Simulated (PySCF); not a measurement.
TeClI, SMILES Cl[Te]I.

Coordinates come from a B3LYP-D3(BJ)/def2-SVP optimisation. The def2 effective core potentials stand for the cores of I, Te; spin–orbit coupling is left out.

Computed with TDA-B3LYP/def2-SVPD (PySCF 2.14.0).

Vertical excitations. The molecule is in vacuum. State labels are in the subgroup Cs.

Computed excitation energies, oscillator strengths and character:
```tsv
state	symmetry	energy (eV)	λ (nm)	f	main pairs
S1	A"	1.83	678	0.001	HOMO→LUMO 100 %
S2	A"	2.14	581	0.000	HOMO→LUMO+1 99 %
S3	A'	3.40	365	0.004	HOMO−1→LUMO 94 %
S4	A"	3.56	349	0.000	HOMO−2→LUMO 100 %
S5	A'	3.94	314	0.008	HOMO−1→LUMO+1 82 %
S6	A"	3.98	312	0.001	HOMO−2→LUMO+1 99 %
S7	A'	4.43	280	0.017	HOMO−3→LUMO+1 53 %, HOMO−3→LUMO 42 %
S8	A"	4.92	252	0.000	HOMO−4→LUMO 93 %
S9	A'	5.08	244	0.123	HOMO−3→LUMO+1 36 %, HOMO−3→LUMO 32 %, HOMO−5→LUMO 10 %, HOMO−6→LUMO 7 %
S10	A"	5.23	237	0.001	HOMO−4→LUMO+1 93 %
T1	A"	1.22	1019	0	HOMO→LUMO 99 %
T2	A"	1.53	812	0	HOMO→LUMO+1 97 %
T3	A'	2.87	432	0	HOMO−1→LUMO 96 %
T4	A"	3.10	399	0	HOMO−2→LUMO 95 %
```
Triplets are in the Tamm–Dancoff approximation.
